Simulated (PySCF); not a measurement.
GeH6O2Si, SMILES [GeH]([SiH3])([OH])[OH]. The structure is a stationary point at PBE-D3(BJ)/def2-SVP. This is a generated structure with no PubChem entry under its InChIKey; it may be hypothetical. The values are those of a single conformer.

**Question.** Give the equilibrium geometry at PBE-D3(BJ)/def2-SVP (PySCF confirms it by a frequency run) as Cartesian coordinates in Å. (Estimate from the structure and the level; the computed values follow.)

**Answer.** This is not unique; one that fits is 
```xyz
10

O     -1.1225    -1.0719    -1.0347
Ge    -0.4291    -0.0291     0.2682
O     -0.9957     1.6738     0.0554
Si     1.9378    -0.2551    -0.0273
H     -2.0965    -1.0934    -0.9700
H     -1.0213    -0.3893     1.6594
H     -0.6496     2.0416    -0.7796
H      2.3127     0.2575    -1.3911
H      2.3557    -1.6936     0.1011
H      2.6482     0.5645     1.0148
```
Charge 0, spin multiplicity 1.
